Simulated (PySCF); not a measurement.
# Correlation energy of Cl (chlorine, neutral)

[Ne] 3s2 3p5, 2P determinant. Calculation: PySCF 2.14, in def2-TZVPPD; the non-relativistic Hamiltonian (point nucleus). Frozen: 1s2; 15 electrons correlated.

MP2 pair energies summed by pair of shells (mhartree):

| pair | energy | share (%) |
| --- | --- | --- |
| 3p-3p | -98.73 | 30.8 |
| 2p-2p | -98.28 | 30.7 |
| 3s-3p | -51.56 | 16.1 |
| 2p-3p | -25.07 | 7.8 |
| 2s-2p | -16.75 | 5.2 |
| 2p-3s | -10.59 | 3.3 |
| 3s-3s | -9.24 | 2.9 |
| 2s-2s | -4.68 | 1.5 |
| 2s-3p | -3.82 | 1.2 |
| 2s-3s | -1.53 | 0.5 |

Total MP2 correlation energy: -320.26 mhartree.

Same-spin part -87.35 and opposite-spin part -232.90 mhartree; SCS-MP2 scales them by 1/3 and 6/5 to -308.60 mhartree.

This basis was not built for core-valence correlation, so the inner-shell part is incomplete.
